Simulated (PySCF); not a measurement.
H$_{2}$Cl$_{2}$Si, triplet, geometry from GFN2-xTB (a higher spin typed on purpose: for a closed-shell molecule this is an excited state), atoms displaced at random by about 0.03 Å a coordinate. Base run: TPSS/cc-pVDZ, gradient (PySCF).

The PySCF input:
```python
from pyscf import gto, scf, dft

mol = gto.M(
    atom='''
Si   -0.050881   -0.255454   -0.243512
Cl    2.169752    0.036849    0.160526
Cl   -2.177501    0.133063    0.038326
H     0.032132    0.771178    0.789714
H     0.019394    0.028470   -1.626003
''',
    basis='cc-pvdz',
    charge=0,
    spin=2,
    verbose=4,
)

mf = dft.UKS(mol)
mf.xc = 'tpss'
mf.kernel()
g = mf.nuc_grad_method()
grad = g.kernel()
```

The coordinate followed is z of atom 2.

Variants of this job, named by their change:

```
change                                                  dE/dx (Eh/bohr)  net force (Eh/bohr)
------------------------------------------------------  ---------------  -------------------
base                                                          -0.003729             0.000006
density fitting = on                                          -0.003727             0.000006
grids.level = 1; grid_response = off                          -0.003458             0.000523
grid_response = on                                            -0.003739             0.000000
conv_tol = 1e-11                                              -0.003729             0.000006
conv_tol = 1e-4                                               -0.003736             0.000006
conv_tol = 1e-6                                               -0.003728             0.000006
finite difference step (bohr) = 1e-3; conv_tol = 1e-11        -0.003739                    -
grids.level = 0; grid_response = off                          -0.004308             0.005883
grids.level = 5; grid_response = off                          -0.003746             0.000002
finite difference step (bohr) = 1e-4; conv_tol = 1e-11        -0.003739                    -
grids.level = 1; grid_response = on                           -0.003698             0.000000
```

The net force is zero for an exact gradient.

Open shells are given as the SCF converged; they aren't shown to be the lowest states, and a large step between rows can be another state.
